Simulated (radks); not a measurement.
Species: S+. Configuration: [Ne] 3s0.5 3p4.5 (fractional occupations, a model configuration). Calculated with a radial shooting solver on a logarithmic mesh with Libxc functionals: scalar-relativistic Kohn-Sham, PBE, spin-polarised, spherical densities, finite nucleus; open shells are filled with parallel spins first; Fermi nuclear charge, rms radius 3.2611 fm.

Unscreened Slater integrals over Kohn-Sham orbitals (hartree). They are taken over the spin-up orbitals.

F0(3p,3p): 0.49014
F2(3p,3p): 0.24817
F0(3p,3s): 0.52089
G1(3p,3s): 0.34524
F0(3p,2p): 0.66773
F2(3p,2p): 0.11122
G0(3p,2p): 0.044615
G2(3p,2p): 0.044270
F0(3p,2s): 0.66044
G1(3p,2s): 0.034337
F0(3s,3s): 0.55825
F0(3s,2p): 0.74159
G1(3s,2p): 0.054705
F0(3s,2s): 0.73531
G0(3s,2s): 0.043727
F0(2p,2p): 2.0761
F2(2p,2p): 0.96020
F0(2p,2s): 1.9661
G1(2p,2s): 1.1654
F0(2s,2s): 1.8935

Derived for the open shells (J is the average intra-shell exchange parameter used in DFT+U). 3p: J = F2/5 = 0.04963 hartree.
